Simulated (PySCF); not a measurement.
C3H6F2Si (charge +1 and doublet state).
Z-matrix (Å and degrees, GFN2-xTB geometry), rows numbered from 1:
```
F 
C   1  1.3613
C   2  1.4851  1  110.12
F   3  1.3210  2  112.74  1   179.45
C   3  1.3519  2  127.62  1     2.11
Si  5  1.9017  3  126.38  2     7.64
H   2  1.1021  1  108.44  3   121.45
H   2  1.1016  1  108.40  3  -121.98
H   5  1.0841  3  115.98  2  -173.23
H   6  1.5036  5   93.96  3   -68.08
H   6  1.4584  5  105.22  3   167.70
H   6  1.4724  5  118.77  3    38.29
```

The hyperfine couplings belong to this conformer and change with its torsions.

Identity: `FC[C+](F)[CH][SiH3]` [radical] (charge +1).

The calculation used PySCF 2.14.0, UKS B3LYP, pcH-1 on C F H Si, non-relativistic, mean-field spin-orbit, GIAO. One conformer (not necessarily the lowest) at the GFN2-xTB geometry, without solvent, vibrations or thermal averaging. Couplings are sensitive to structure, and on GFN2-xTB geometries they can be far from those on DFT ones, by a factor of two or more for some ions and for spin on atoms past the first row. The SCF solution wasn't tested for stability.

Principal values of hyperfine tensors in MHz (contact, dipolar and spin–orbit terms together), for some of the nuclei:

```
atom  isotope      A1      A2      A3
 H10       1H  300.65  305.21  310.82
 H12       1H   91.20   91.66   97.97
  F4      19F  -88.56  -82.59  442.30
  H7       1H   81.68   83.52   91.29
  H8       1H   53.91   54.64   63.71
  C5      13C    1.67    4.93  124.80
  H9       1H  -38.01  -24.16    4.00
  C2      13C  -16.79  -15.61   -9.87
```

(1) Give the isotropic coupling of each nucleus in MHz and in mT (g = 2.0045), and the anisotropic part.

(2) What spin density at the nucleus of C5 lies behind its contact coupling (g_N = 1.40482)?

(3) Si6 (29Si, g_N = -1.11058) isn't in the table. Its spin density at the nucleus is -0.05653 bohr⁻³. What is its contact coupling?

(4) Which nucleus of the table has the largest anisotropic coupling, and what is its form?

(5) In a single crystal, with the field along each principal axis of the tensor of H12 in turn, what first-order splitting does this nucleus give (isotropic g, quadrupole terms neglected)?

Answers

(1) a_iso is a third of the trace, T = A − a_iso, and a(mT) = a(MHz)/(g × 13.996). The tensors hold a spin–orbit part: the run splits a_iso into a_FC + a_SO, and T includes its anisotropic share.

```csv
atom,a_iso (MHz),a_FC,a_SO,a_iso (mT),T1,T2,T3
H10,305.56,305.56,0.00,10.891,-4.91,-0.35,5.26
H12,93.61,93.61,0.00,3.337,-2.41,-1.95,4.36
F4,90.38,88.69,1.69,3.221,-178.94,-172.97,351.92
H7,85.50,85.49,0.00,3.047,-3.82,-1.98,5.79
H8,57.42,57.41,0.00,2.047,-3.51,-2.78,6.29
C5,43.80,43.80,0.00,1.561,-42.13,-38.87,81.00
H9,-19.39,-19.40,0.01,-0.691,-18.62,-4.77,23.39
C2,-14.09,-14.12,0.04,-0.502,-2.70,-1.52,4.22
```

(2) a_FC = (2μ0/3) gₑ μB g_N μN ρ(0)/(2S·h) = 800.24 MHz × g_N × ρ(0)/(2S), with ρ in bohr⁻³. With a_FC = 43.80 MHz and 2S = 1, ρ(0) = 0.03896 bohr⁻³.

(3) By the same relation, a_FC = 50.2 MHz. The spin–orbit term adds -0.09 MHz. Its full tensor has the principal values 34.85, 56.08, 59.49 MHz.

(4) F4: -178.9, -173.0, 351.9 MHz (the dipolar term alone has -178.2, -175.6, 353.7), axial, in the ratio −1:−1:+2.

(5) 2 lines (I = 1/2), spaced by |A_i|/(g × 13.996): 3.25, 3.27, 3.49 mT along the axes of A1, A2 and A3.

On Arm Neoverse V1, one thread, shared host, this took 44 s of wall time (with the writing of density and orbital grids) and 0.77 GiB of memory at its peak.
